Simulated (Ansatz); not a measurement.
A CCSD(T) single point on `N#[C][SnH3]`.

```yaml
crystal:
  periodic: [false, false, false]
  atoms:
    - {symbol: N, position_ang: [2.057048, -0.924658, 1.310657]}
    - {symbol: C, position_ang: [1.149591, -0.518109, 0.728496]}
    - {symbol: Sn, position_ang: [-0.513933, 0.221619, -0.342797]}
    - {symbol: H, position_ang: [-0.145034, 1.830119, -0.731384]}
    - {symbol: H, position_ang: [-0.663688, -0.763714, -1.714275]}
    - {symbol: H, position_ang: [-1.841885, 0.090742, 0.703003]}
basis:
  gaussian: {orbitals: def2-SVP}
correlation: {method: ccsd_t}
```

```sh
$ ansatz run in.yaml --threads 2 --pin off --events-out ev --progress --plain
```

Output of Ansatz, abridged:

```
Functional definition: HF
783 factors; integrals over basis functions are off by at most 4.2e-4 eV
mean field evaluation 1: about -8359.5744 eV, gradient 2.8e1 eV
mean field evaluation 2: about -8359.5859 eV, gradient 2.8e1 eV
mean field evaluation 4: about -8362.0155 eV, gradient 3.0e0 eV
mean field evaluation 8: about -8362.0598 eV, gradient 1.8e-4 eV
mean field -8362.05982982 eV, -307.3000307382 hartree, gradient 1.8e-6 eV, S^2 0.000000; 0 other end points of the search recorded, 0 dependent functions left out
6 core orbitals not correlated: weight in the atoms' cores, before any rotation towards them, 1.000 or more for the frozen orbitals, at most 0.000 for the correlated occupied ones
reference -8362.05982982 eV, -307.3000307382 hartree; 13, 13 occupied and 50, 50 virtual orbitals, 783 factors
second order -10.73679016 eV of doubles, -0.00000000 eV of singles
cycle   1  -10.90209720 eV  change   -1.7e-1 eV  update   9.7e-2
cycle   2  -11.35441698 eV  change   -4.5e-1 eV  update   3.1e-2
cycle   3  -11.44631652 eV  change   -9.2e-2 eV  update   1.4e-2
cycle   4  -11.45082424 eV  change   -4.5e-3 eV  update   3.9e-3
cycle   5  -11.45384700 eV  change   -3.0e-3 eV  update   1.5e-3
cycle   6  -11.45388351 eV  change   -3.7e-5 eV  update   3.6e-4
cycle   7  -11.45402041 eV  change   -1.4e-4 eV  update   1.1e-4
cycle   8  -11.45409672 eV  change   -7.6e-5 eV  update   3.4e-5
cycle   9  -11.45409896 eV  change   -2.2e-6 eV  update   1.1e-5
perturbative correction -0.43821749 eV, -0.0161041956 hartree
Total energy: -8373.95214627 eV, -307.7370653069 hartree
```

It took 2.8 s on 2 threads of a server CPU on a shared host, with 0.22 GiB of host memory at the peak.

Correlation energy per correlated electron: -0.457 eV. T1 diagnostic: 0.0114.
